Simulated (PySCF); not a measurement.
Lowest singlet excitation (eV) of eight silicon and germanium compounds: TDA-PBE beside TDA-M06-2X, computed with PySCF for isolated molecules in the bases named; differences from unrounded values. The eight are the first of their class met in an unordered collection, after screening for sound electronic states; none was chosen by its value. Each molecule has one DFT geometry for both levels.

| molecule | basis | TDA-M06-2X |
|---|---|---|
| Si(Cl)2(Br)(NH2) (BrCl2H2NSi), SMILES N[Si](Cl)(Cl)Br | def2-SVPD | 6.60 |
| 3-silylpropanenitrile (C₃H₇NSi), SMILES N#CCC[SiH3] | def2-SVPD | 7.03 |
| C3H7FSi, SMILES [SiH3][C@H]1C[C@@H]1F | def2-SVPD | 7.85 |
| Cl2H4N2Si, SMILES N[Si](N)(Cl)Cl | def2-SVPD | 7.19 |
| 1,3-oxasiletane-2,4-dione (C₂H₂O₃Si), SMILES O=C1OC(=O)[SiH2]1 | def2-SVPD | 4.43 |
| C4H7FSi, SMILES C(/C=C)=C/[SiH2]F | def2-SVPD | 5.94 |
| Si(H)(Cl)(Et)(NH2) (C2H8ClNSi), SMILES C([SiH](N)Cl)C | def2-SVPD | 7.04 |
| C₂H₇FOSi₂, SMILES C=C[Si@H](F)[SiH2]O | def2-SVPD | 5.63 |

Estimate the TDA-PBE values and say how TDA-PBE differs from TDA-M06-2X over the set. (An estimate is asked for; the answer gives what the named calculation found.)


| molecule | TDA-PBE | difference |
|---|---|---|
| Si(Cl)2(Br)(NH2) (BrCl2H2NSi), SMILES N[Si](Cl)(Cl)Br | 5.36 | -1.24 |
| 3-silylpropanenitrile (C₃H₇NSi), SMILES N#CCC[SiH3] | 7.00 | -0.03 |
| C3H7FSi, SMILES [SiH3][C@H]1C[C@@H]1F | 6.67 | -1.18 |
| Cl2H4N2Si, SMILES N[Si](N)(Cl)Cl | 6.00 | -1.19 |
| 1,3-oxasiletane-2,4-dione (C₂H₂O₃Si), SMILES O=C1OC(=O)[SiH2]1 | 3.85 | -0.59 |
| C4H7FSi, SMILES C(/C=C)=C/[SiH2]F | 5.37 | -0.57 |
| Si(H)(Cl)(Et)(NH2) (C2H8ClNSi), SMILES C([SiH](N)Cl)C | 6.25 | -0.80 |
| C₂H₇FOSi₂, SMILES C=C[Si@H](F)[SiH2]O | 4.87 | -0.76 |
TDA-PBE lies below TDA-M06-2X in 8 and above it in 0 of the eight; the mean signed difference is -0.79 and the largest -1.24 eV.
